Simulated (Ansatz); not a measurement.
Geometry optimisation, RKS PBE-D4/def2-SVP (Ansatz).

Input:

```yaml
crystal:
  periodic: [false, false, false]
  atoms:
    - { symbol: Ta, position_ang: [-0.088664, -0.719521, 0.16] }
    - { symbol: F, position_ang: [2.643355, 0.764682, 0.397414] }
    - { symbol: F, position_ang: [-0.416673, -0.376902, 1.998932] }
    - { symbol: F, position_ang: [0.269706, -1.08723, -1.66822] }
    - { symbol: F, position_ang: [-0.332882, 1.104276, -0.238533] }
    - { symbol: "N", position_ang: [-1.774616, -1.68412, 0.031889] }
    - { symbol: H, position_ang: [-2.42673, -1.786679, 0.817512] }
    - { symbol: H, position_ang: [-2.119753, -2.110487, -0.835087] }
    - { symbol: Cl, position_ang: [1.718562, -2.235742, 0.791085] }
    - { symbol: H, position_ang: [3.044196, -0.045077, 0.633008] }
basis:
  gaussian: { orbitals: def2-SVP }
hamiltonian:
  xc: pbe
  dispersion: d4
relax:
  f_tol: 0.03
  max_steps: 50
output:
  orbitals: {}
```

Launched with:

```bash
$ ansatz run input.yaml --threads 4 --pin off --max-ram 5120MiB --backend cpu --events-out ev --progress --plain --runs-dir out
```

Question: Where does it end, and by what steps?

Answer: The run converged. After 10 steps the energy has fallen by 0.323 eV; H10 moved furthest, 0.57 Å. Joined: Ta1–F2 (3.12 → 2.37 Å).

```tsv
step	energy less start (eV)	largest force component (eV/Å)	accepted
0	0.0000	0.904	yes
1	-0.1158	0.377	yes
2	-0.2293	0.547	yes
3	-0.2655	0.737	yes
4	-0.3110	0.279	yes
5	-0.3203	0.139	yes
6	-0.3219	0.062	yes
7	-0.3220	0.061	yes
8	-0.3219	0.123	no
9	-0.3229	0.031	yes
10	-0.3232	0.017	yes
```

```xyz
10
Properties=species:S:1:pos:R:3
Ta 0.051 -0.589 0.164
F 2.152 0.493 0.351
F -0.275 -0.278 2.009
F 0.417 -0.991 -1.656
F -0.379 1.199 -0.265
N -1.601 -1.621 0.053
H -2.249 -1.758 0.836
H -1.940 -2.077 -0.801
Cl 1.771 -2.201 0.802
H 2.570 -0.355 0.594
```

Whether the end is a true minimum wasn't checked by a vibrational analysis.

The run took 20 s on 4 threads of Arm Neoverse V2, with other jobs on the host, peak memory 0.21 GiB.
